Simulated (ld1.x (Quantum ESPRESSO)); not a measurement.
## C (Z = 6) TM: all-electron and pseudo phase curves

- Element: C (Z = 6)
- Generator: ld1.x (Quantum ESPRESSO) 7.5
- Type: norm-conserving Troullier–Martins (Kleinman–Bylander form)
- Functional: PBE
- Relativity: non-relativistic
- Frozen core: [He]
- Valence charge: 4
- Reference configuration: 2s1.5 2p2.5
- Partial waves: 2p (bound): rc 2.25 bohr; 3d channel at -0.1 Ry: rc 2.35 bohr; 2s (bound): rc 0.90 bohr
- Local potential: the s channel
- Core correction: a·sin(br)/r model core inside 0.95 bohr

The phase is arctan(r·u′/u) with u = r·R(r), unwrapped; energies in Ry, scanned from -3 to 5 Ry. A pole is an energy at which the radial function vanishes at the test radius. The pseudo phase is shifted by a multiple of π to meet the all-electron one at the reference energy, and phase errors are pseudo minus all-electron; the curves can meet again beyond the range given. Levels narrower than the energy grid can be missing from the lists of poles.

Q: For each channel, where are the poles, and over which energies does the pseudopotential scatter like the atom?

A:

```json
{"channel": "s", "radius (bohr)": "2.56", "reference energy (Ry)": "-1.03", "poles, all-electron": "-0.65", "poles, pseudo": "-0.66, 5.00", "unbroken range about the reference energy with phases within 0.05 rad": "the whole range", "phase error 1 Ry above the reference energy (rad)": "-0.001"}
{"channel": "p", "radius (bohr)": "2.56", "reference energy (Ry)": "-0.40", "poles, all-electron": "0.02, 4.83", "poles, pseudo": "0.03", "unbroken range about the reference energy with phases within 0.05 rad": "below 1.4", "phase error 1 Ry above the reference energy (rad)": "+0.008"}
{"channel": "d", "radius (bohr)": "2.56", "reference energy (Ry)": "-0.10", "poles, all-electron": "3.23", "poles, pseudo": "3.27", "unbroken range about the reference energy with phases within 0.05 rad": "the whole range", "phase error 1 Ry above the reference energy (rad)": "+0.001"}
```

Phases in the d channel:

```json
{"E (Ry)": "-3.00", "all-electron": "1.363", "pseudo": "1.363"}
{"E (Ry)": "-2.76", "all-electron": "1.356", "pseudo": "1.356"}
{"E (Ry)": "-2.52", "all-electron": "1.348", "pseudo": "1.348"}
{"E (Ry)": "-2.28", "all-electron": "1.339", "pseudo": "1.339"}
{"E (Ry)": "-2.04", "all-electron": "1.329", "pseudo": "1.329"}
{"E (Ry)": "-1.80", "all-electron": "1.317", "pseudo": "1.317"}
{"E (Ry)": "-1.56", "all-electron": "1.304", "pseudo": "1.304"}
{"E (Ry)": "-1.32", "all-electron": "1.289", "pseudo": "1.289"}
{"E (Ry)": "-1.08", "all-electron": "1.271", "pseudo": "1.271"}
{"E (Ry)": "-0.84", "all-electron": "1.249", "pseudo": "1.249"}
{"E (Ry)": "-0.60", "all-electron": "1.222", "pseudo": "1.222"}
{"E (Ry)": "-0.36", "all-electron": "1.189", "pseudo": "1.189"}
{"E (Ry)": "-0.12", "all-electron": "1.145", "pseudo": "1.145"}
{"E (Ry)": "0.12", "all-electron": "1.085", "pseudo": "1.085"}
{"E (Ry)": "0.36", "all-electron": "1.000", "pseudo": "1.000"}
{"E (Ry)": "0.60", "all-electron": "0.869", "pseudo": "0.869"}
{"E (Ry)": "0.84", "all-electron": "0.650", "pseudo": "0.651"}
{"E (Ry)": "1.08", "all-electron": "0.270", "pseudo": "0.272"}
{"E (Ry)": "1.32", "all-electron": "-0.283", "pseudo": "-0.279"}
{"E (Ry)": "1.56", "all-electron": "-0.774", "pseudo": "-0.769"}
{"E (Ry)": "1.80", "all-electron": "-1.073", "pseudo": "-1.069"}
{"E (Ry)": "2.04", "all-electron": "-1.247", "pseudo": "-1.243"}
{"E (Ry)": "2.28", "all-electron": "-1.357", "pseudo": "-1.353"}
{"E (Ry)": "2.52", "all-electron": "-1.433", "pseudo": "-1.429"}
{"E (Ry)": "2.76", "all-electron": "-1.490", "pseudo": "-1.486"}
{"E (Ry)": "3.00", "all-electron": "-1.535", "pseudo": "-1.530"}
{"E (Ry)": "3.24", "all-electron": "-1.573", "pseudo": "-1.567"}
{"E (Ry)": "3.48", "all-electron": "-1.607", "pseudo": "-1.600"}
{"E (Ry)": "3.72", "all-electron": "-1.639", "pseudo": "-1.631"}
{"E (Ry)": "3.96", "all-electron": "-1.670", "pseudo": "-1.661"}
{"E (Ry)": "4.20", "all-electron": "-1.704", "pseudo": "-1.691"}
{"E (Ry)": "4.44", "all-electron": "-1.741", "pseudo": "-1.725"}
{"E (Ry)": "4.68", "all-electron": "-1.786", "pseudo": "-1.762"}
{"E (Ry)": "4.92", "all-electron": "-1.842", "pseudo": "-1.808"}
```
